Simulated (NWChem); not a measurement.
C$_{3}$H$_{2}$N$_{2}$O; SMILES O=C1N=CC=N1

Computed with NWChem. Medium grid unless said otherwise, to which SCAN and Minnesota functionals are sensitive. Structure relaxed at the PBE0/def2-SVP level.

For level PBE/def2-TZVP:

| Property | Value |
|---|---|
| highest occupied level (eV) | -6.96 |
| orbital gap (eV) | 2.18 |
| dipole (D) | 4.58 |

Problem. What are these values for level M06-2X/def2-TZVP?

Solution. 
| Item | Value |
|---|---|
| highest occupied level (eV) | -10.06 |
| orbital gap (eV) | 7.24 |
| dipole (D) | 5.01 |
